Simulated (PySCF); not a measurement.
## Correlation energy of Hg (mercury, neutral)

[Xe] 4f14 5d10 6s1 7s1, high-spin 3S determinant (an excited configuration). All numbers are calculated (PySCF 2.14, scalar relativity through the core potential, in aug-cc-pwCVDZ-PP with ECP60MDF). Frozen: 5s2 5p6; 12 electrons correlated.

```tsv
level	correlation energy (mhartree)
CCSD	-330.53
(T)	-7.46
CCSD(T)	-337.99
```

Diagnostics: T1 = 0.0094, D1 = 0.0430, largest double amplitude 0.027.

Question: Is a single reference adequate?

Answer: Yes, within this model without spin-orbit coupling: T1 lies below 0.03 and no double amplitude reaches 0.07.
